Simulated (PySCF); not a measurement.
H₃Si, SMILES [SiH3+], charge +1.

Geometry optimised at PBE0-D3(BJ)/def2-TZVPD.

Calculation: PBE/def2-TZVPD (PySCF).

Isolated molecule, no solvent.

Q: Estimate the frontier levels, gap, dipole moment and polarisability. (An estimate is asked for; the answer gives what the named calculation found.)

A: 
The highest occupied level is -16.33 eV. The lowest empty level comes out as -11.26 eV, the orbital gap comes out as 5.07 eV and the dipole moment about the centre of nuclear charge is 0.00 D. The mean static polarisability is 20.8 bohr³ (3.09 Å³) and the polarisability, principal values comes out as 16.8, 22.9, 22.9 bohr³.
